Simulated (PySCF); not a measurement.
AlF2I, singlet, geometry from GFN2-xTB (such geometries of metal compounds can be far from the true shape) (all electrons, no relativity); CASSCF(8,8)/STO-3G (PySCF).

The PySCF input:
```python
from pyscf import gto, scf, mcscf
import numpy

mol = gto.Mole()
mol.atom = '''
    Al   -1.04092984    0.60882840   -0.67088906
    F    -2.49372576   -0.12236126   -0.87063482
    F    -0.90122339    2.10802963   -1.31744181
    I     0.83182321   -0.48652424    0.53611788
'''
mol.basis = 'sto-3g'
mol.verbose = 4
mol.build()

mf = scf.RHF(mol)
mf.kernel()
mc = mcscf.CASSCF(mf, 8, 8)
mc.fix_spin_(ss=0.0)
mc.kernel()
occ = numpy.linalg.eigvalsh(mc.fcisolver.make_rdm1(mc.ci, mc.ncas, mc.nelecas))[::-1]
ss = mc.fcisolver.spin_square(mc.ci, mc.ncas, mc.nelecas)[0]
print('natural occupations', occ.round(4), ' <S^2>', round(ss, 4))
```

Task: Write the output that PySCF gives for this input, abridged.

Result: 
```
PySCF version 2.14.0

[INPUT] verbose = 4
[INPUT] num. atoms = 4
[INPUT] num. electrons = 84
[INPUT] charge = 0
[INPUT] spin (= nelec alpha-beta = 2S) = 0
[INPUT] symmetry False subgroup None
[INPUT] Mole.unit = angstrom
[INPUT] Symbol           X                Y                Z      unit          X                Y                Z       unit  Magmom
[...]
nuclear repulsion = 376.965245281632
number of shells = 22
number of NR pGTOs = 138
number of NR cGTOs = 46
basis = sto-3g
ecp = {}

******** <class 'pyscf.scf.hf.RHF'> ********
method = RHF
initial guess = minao
damping factor = 0
level_shift factor = 0
DIIS = <class 'pyscf.scf.diis.CDIIS'>
diis_start_cycle = 1
diis_space = 8
diis_damp = 0
SCF conv_tol = 1e-09
SCF conv_tol_grad = None
SCF max_cycles = 50
direct_scf = True
direct_scf_tol = 1e-13
Set gradient conv threshold to 3.16228e-05
Initial guess from minao.
init E= -7263.43210768964
[...]
cycle= 1 E= -7285.82023147384  delta_E= -22.4  |g|= 0.502  |ddm|= 2.46
[...]
cycle= 2 E= -7285.93716963001  delta_E= -0.117  |g|= 0.12  |ddm|= 1.12
[...]
cycle= 3 E= -7285.94220914243  delta_E= -0.00504  |g|= 0.0181  |ddm|= 0.182
[...]
cycle= 4 E= -7285.94243766553  delta_E= -0.000229  |g|= 0.00383  |ddm|= 0.0462
[...]
cycle= 5 E= -7285.94245166184  delta_E= -1.4e-05  |g|= 0.000839  |ddm|= 0.012
[...]
cycle= 6 E= -7285.94245236694  delta_E= -7.05e-07  |g|= 0.000137  |ddm|= 0.00292
[...]
cycle= 7 E= -7285.94245238622  delta_E= -1.93e-08  |g|= 1.74e-05  |ddm|= 0.000504
[...]
cycle= 8 E= -7285.94245238654  delta_E= -3.22e-10  |g|= 2.64e-06  |ddm|= 6.92e-05
[...]
Extra cycle  E= -7285.94245238654  delta_E= -5.46e-12  |g|= 1.21e-06  |ddm|= 6.89e-06
converged SCF energy = -7285.94245238654

******** <class 'pyscf.mcscf.mc1step.CASSCF'> ********
CAS (4e+4e, 8o), ncore = 38, nvir = 0
max_cycle_macro = 50
max_cycle_micro = 4
conv_tol = 1e-07
conv_tol_grad = None
orbital rotation max_stepsize = 0.02
orbital rotation threshold for CI restart = 0.01
augmented hessian ah_max_cycle = 30
augmented hessian ah_conv_tol = 1e-12
augmented hessian ah_linear dependence = 1e-14
augmented hessian ah_level shift = 1e-08
augmented hessian ah_start_tol = 2.5
augmented hessian ah_start_cycle = 3
augmented hessian ah_grad_trust_region = 3
kf_trust_region = 3
kf_interval = 4
ci_response_space = 4
ci_grad_trust_region = 3
with_dep4 0
natorb = False
canonicalization = True
sorting_mo_energy = False
ao2mo_level = 2
internal_rotation = False
******** <class 'pyscf.fci.addons.SpinPenaltyFCISolver'> ********
max. cycles = 50
conv_tol = 1e-08
davidson only = True
linear dependence = 1e-12
level shift = 0.001
max iter space = 12
nroots = 1
pspace_size = 400
spin = None
CASCI E = -7285.95407670982  S^2 = 0.0000000
Set conv_tol_grad to 0.000316228
macro iter   1 ( 21 JK    4 micro), CASSCF E = -7285.96015888611  dE = -6.08217629e-03  S^2 = 0.0000000
               |grad[o]|=0.0201  |grad[c]|=0.0605  |ddm|=0.0168  |maxRot[o]|=0.226
macro iter   2 ( 21 JK    4 micro), CASSCF E = -7285.96699858175  dE = -6.83969564e-03  S^2 = 0.0000000
               |grad[o]|=0.0163  |grad[c]|=0.0457  |ddm|=0.0351  |maxRot[o]|=0.309
macro iter   3 ( 21 JK    4 micro), CASSCF E = -7285.97460794454  dE = -7.60936279e-03  S^2 = 0.0000000
               |grad[o]|=0.0131  |grad[c]|=0.184  |ddm|=0.0554  |maxRot[o]|=0.312
macro iter   4 ( 21 JK    4 micro), CASSCF E = -7285.97943426567  dE = -4.82632113e-03  S^2 = 0.0000000
               |grad[o]|=0.0131  |grad[c]|=0.0186  |ddm|=0.0211  |maxRot[o]|= 0.21
macro iter   5 ( 21 JK    4 micro), CASSCF E = -7285.98306275209  dE = -3.62848642e-03  S^2 = 0.0000000
               |grad[o]|=0.0134  |grad[c]|=0.00832  |ddm|=0.0144  |maxRot[o]|=0.253
macro iter   6 ( 21 JK    4 micro), CASSCF E = -7285.98510770744  dE = -2.04495535e-03  S^2 = 0.0000000
               |grad[o]|=0.0107  |grad[c]|=0.00915  |ddm|=0.00685  |maxRot[o]|=0.175
macro iter   7 ( 21 JK    4 micro), CASSCF E = -7285.98571066122  dE = -6.02953775e-04  S^2 = 0.0000000
               |grad[o]|=0.00841  |grad[c]|=0.00837  |ddm|=0.00618  |maxRot[o]|=0.141
macro iter   8 ( 21 JK    4 micro), CASSCF E = -7285.98641394389  dE = -7.03282677e-04  S^2 = 0.0000000
               |grad[o]|=0.00656  |grad[c]|=0.00647  |ddm|=0.0033  |maxRot[o]|=0.123
macro iter   9 ( 17 JK    4 micro), CASSCF E = -7285.98748772778  dE = -1.07378388e-03  S^2 = 0.0000000
               |grad[o]|=0.00545  |grad[c]|=0.00933  |ddm|=0.00568  |maxRot[o]|=0.0917
macro iter  10 ( 21 JK    4 micro), CASSCF E = -7285.98783781605  dE = -3.50088274e-04  S^2 = 0.0000000
               |grad[o]|=0.00421  |grad[c]|=0.00884  |ddm|=0.00508  |maxRot[o]|=0.107
macro iter  11 ( 12 JK    3 micro), CASSCF E = -7285.98823127089  dE = -3.93454840e-04  S^2 = 0.0000000
               |grad[o]|=0.00506  |grad[c]|=0.0298  |ddm|=0.0227  |maxRot[o]|=0.064
macro iter  12 ( 12 JK    3 micro), CASSCF E = -7285.98866321264  dE = -4.31941745e-04  S^2 = 0.0000000
               |grad[o]|=0.00529  |grad[c]|=0.0263  |ddm|=0.0227  |maxRot[o]|=0.0666
macro iter  13 ( 21 JK    4 micro), CASSCF E = -7285.98870183814  dE = -3.86255042e-05  S^2 = 0.0000000
               |grad[o]|=0.00538  |grad[c]|=0.0166  |ddm|=0.00798  |maxRot[o]|=0.114
macro iter  14 ( 12 JK    3 micro), CASSCF E = -7285.98899230328  dE = -2.90465141e-04  S^2 = 0.0000000
               |grad[o]|=0.00287  |grad[c]|=0.0202  |ddm|=0.0132  |maxRot[o]|=0.0539
macro iter  15 ( 21 JK    4 micro), CASSCF E = -7285.98925090591  dE = -2.58602632e-04  S^2 = 0.0000000
               |grad[o]|=0.00263  |grad[c]|=0.00309  |ddm|=0.00526  |maxRot[o]|=0.0582
macro iter  16 ( 12 JK    3 micro), CASSCF E = -7285.98948899320  dE = -2.38087289e-04  S^2 = 0.0000000
               |grad[o]|=0.00278  |grad[c]|=0.0113  |ddm|=0.00401  |maxRot[o]|=0.0667
macro iter  17 (  7 JK    2 micro), CASSCF E = -7285.98995196262  dE = -4.62969421e-04  S^2 = 0.0000000
               |grad[o]|=0.00249  |grad[c]|=0.00906  |ddm|=0.0136  |maxRot[o]|=0.0655
[...]
macro iter  22 (  6 JK    2 micro), CASSCF E = -7285.99103930497  dE = -1.13877138e-04  S^2 = 0.0000000
               |grad[o]|=0.00183  |grad[c]|=0.00237  |ddm|=0.00397  |maxRot[o]|= 0.05
macro iter  23 ( 15 JK    4 micro), CASSCF E = -7285.99080996898  dE =  2.29335988e-04  S^2 = 0.0000000
               |grad[o]|=0.00121  |grad[c]|=0.0106  |ddm|=0.00394  |maxRot[o]|= 0.11
macro iter  24 ( 21 JK    4 micro), CASSCF E = -7285.99083929039  dE = -2.93214080e-05  S^2 = 0.0000000
               |grad[o]|=0.00164  |grad[c]|=0.00324  |ddm|=0.00129  |maxRot[o]|=0.0134
macro iter  25 (  7 JK    2 micro), CASSCF E = -7285.99093776032  dE = -9.84699327e-05  S^2 = 0.0000000
               |grad[o]|=0.00111  |grad[c]|=0.00122  |ddm|=0.00202  |maxRot[o]|=0.0383
macro iter  26 (  6 JK    2 micro), CASSCF E = -7285.99101464047  dE = -7.68801501e-05  S^2 = 0.0000000
               |grad[o]|=0.000912  |grad[c]|=0.00131  |ddm|=0.00158  |maxRot[o]|=0.037
macro iter  27 (  6 JK    2 micro), CASSCF E = -7285.99108330707  dE = -6.86665953e-05  S^2 = 0.0000000
               |grad[o]|=0.000879  |grad[c]|=0.00165  |ddm|=0.00143  |maxRot[o]|=0.043
macro iter  28 ( 15 JK    4 micro), CASSCF E = -7285.99089877856  dE =  1.84528503e-04  S^2 = 0.0000000
               |grad[o]|=0.000719  |grad[c]|=0.0101  |ddm|=0.00292  |maxRot[o]|=0.102
macro iter  29 ( 21 JK    4 micro), CASSCF E = -7285.99092192052  dE = -2.31419599e-05  S^2 = 0.0000000
               |grad[o]|=0.00143  |grad[c]|=0.00273  |ddm|=0.000793  |maxRot[o]|=0.00845
macro iter  30 (  7 JK    2 micro), CASSCF E = -7285.99099749965  dE = -7.55791252e-05  S^2 = 0.0000000
               |grad[o]|=0.00092  |grad[c]|=0.000926  |ddm|=0.00123  |maxRot[o]|=0.0369
macro iter  31 (  6 JK    2 micro), CASSCF E = -7285.99105660763  dE = -5.91079806e-05  S^2 = 0.0000000
               |grad[o]|=0.000737  |grad[c]|=0.00115  |ddm|=0.000928  |maxRot[o]|=0.0363
macro iter  32 (  5 JK    1 micro), CASSCF E = -7285.99111815742  dE = -6.15497875e-05  S^2 = 0.0000000
               |grad[o]|=0.000695  |grad[c]|=0.0062  |ddm|=0.000608  |maxRot[o]|=0.0511
macro iter  33 ( 14 JK    4 micro), CASSCF E = -7285.99109506836  dE =  2.30890573e-05  S^2 = 0.0000000
               |grad[o]|=0.000508  |grad[c]|=0.00209  |ddm|=0.000966  |maxRot[o]|=0.0282
macro iter  34 ( 21 JK    4 micro), CASSCF E = -7285.99108793792  dE =  7.13043573e-06  S^2 = 0.0000000
               |grad[o]|=0.000744  |grad[c]|=0.00295  |ddm|=0.00136  |maxRot[o]|=0.064
macro iter  35 ( 25 JK    4 micro), CASSCF E = -7285.99113593099  dE = -4.79930613e-05  S^2 = 0.0000000
               |grad[o]|=0.000811  |grad[c]|=0.00151  |ddm|=0.00065  |maxRot[o]|=0.0204
macro iter  36 ( 21 JK    4 micro), CASSCF E = -7285.99116366787  dE = -2.77368854e-05  S^2 = 0.0000000
               |grad[o]|=0.000453  |grad[c]|=0.00313  |ddm|=0.00138  |maxRot[o]|=0.0634
macro iter  37 ( 15 JK    4 micro), CASSCF E = -7285.99115705602  dE =  6.61185095e-06  S^2 = 0.0000000
               |grad[o]|=0.000833  |grad[c]|=0.00941  |ddm|=0.00271  |maxRot[o]|=0.0815
macro iter  38 ( 21 JK    4 micro), CASSCF E = -7285.99117258837  dE = -1.55323514e-05  S^2 = 0.0000000
               |grad[o]|=0.000967  |grad[c]|=0.00177  |ddm|=0.000905  |maxRot[o]|=0.0387
macro iter  39 ( 11 JK    3 micro), CASSCF E = -7285.99119228035  dE = -1.96919746e-05  S^2 = 0.0000000
               |grad[o]|=0.000337  |grad[c]|=0.0011  |ddm|=0.00201  |maxRot[o]|=0.0518
macro iter  40 ( 15 JK    4 micro), CASSCF E = -7285.99120255725  dE = -1.02769054e-05  S^2 = 0.0000000
               |grad[o]|=0.00053  |grad[c]|=0.00721  |ddm|=0.00125  |maxRot[o]|=0.0698
macro iter  41 ( 16 JK    4 micro), CASSCF E = -7285.99121119010  dE = -8.63284549e-06  S^2 = 0.0000000
               |grad[o]|=0.000676  |grad[c]|=0.00677  |ddm|=0.00432  |maxRot[o]|=0.0959
macro iter  42 ( 10 JK    3 micro), CASSCF E = -7285.99125247035  dE = -4.12802492e-05  S^2 = 0.0000000
               |grad[o]|=0.000838  |grad[c]|=0.00305  |ddm|=0.00245  |maxRot[o]|=0.0579
macro iter  43 (  9 JK    3 micro), CASSCF E = -7285.99132543570  dE = -7.29653520e-05  S^2 = 0.0000000
               |grad[o]|=0.00104  |grad[c]|=0.00286  |ddm|=0.00317  |maxRot[o]|=0.0786
macro iter  44 (  6 JK    2 micro), CASSCF E = -7285.99139170866  dE = -6.62729617e-05  S^2 = 0.0000000
               |grad[o]|=0.00128  |grad[c]|=0.00131  |ddm|=0.00222  |maxRot[o]|=0.0458
macro iter  45 (  6 JK    2 micro), CASSCF E = -7285.99147468955  dE = -8.29808951e-05  S^2 = 0.0000000
               |grad[o]|=0.00128  |grad[c]|=0.00168  |ddm|=0.00321  |maxRot[o]|=0.0493
macro iter  46 (  6 JK    2 micro), CASSCF E = -7285.99157455230  dE = -9.98627465e-05  S^2 = 0.0000000
               |grad[o]|=0.00159  |grad[c]|=0.00184  |ddm|=0.00407  |maxRot[o]|=0.0496
macro iter  47 (  7 JK    2 micro), CASSCF E = -7285.99174582097  dE = -1.71268671e-04  S^2 = 0.0000000
               |grad[o]|=0.00197  |grad[c]|=0.00273  |ddm|=0.00844  |maxRot[o]|=0.0697
macro iter  48 (  7 JK    2 micro), CASSCF E = -7285.99195885139  dE = -2.13030418e-04  S^2 = 0.0000000
               |grad[o]|=0.00261  |grad[c]|=0.00335  |ddm|=0.0103  |maxRot[o]|=0.0698
macro iter  49 (  7 JK    2 micro), CASSCF E = -7285.99221801974  dE = -2.59168347e-04  S^2 = 0.0000000
               |grad[o]|=0.00328  |grad[c]|=0.00395  |ddm|=0.0119  |maxRot[o]|=0.0699
macro iter  50 ( 21 JK    4 micro), CASSCF E = -7285.99370732091  dE = -1.48930118e-03  S^2 = 0.0000000
               |grad[o]|=0.00397  |grad[c]|=0.0234  |ddm|=0.0709  |maxRot[o]|=0.309
1-step CASSCF not converged,  50 macro (682 JK 156 micro) steps
CASSCF canonicalization
Density matrix diagonal elements [1.97439225 1.97587488 1.98610222 1.98333757 0.02541487 0.02179742
 0.01451598 0.01856481]
CASSCF energy = -7285.99370732091
CASCI E = -7285.99370732091  E(CI) = -16.9767410452059  S^2 = 0.0000000
natural occupations [1.9913e+00 1.9875e+00 1.9763e+00 1.9671e+00 3.8300e-02 1.9800e-02
 1.8400e-02 1.3000e-03]  <S^2> 0.0
```

The run did not converge; its last values are not results.
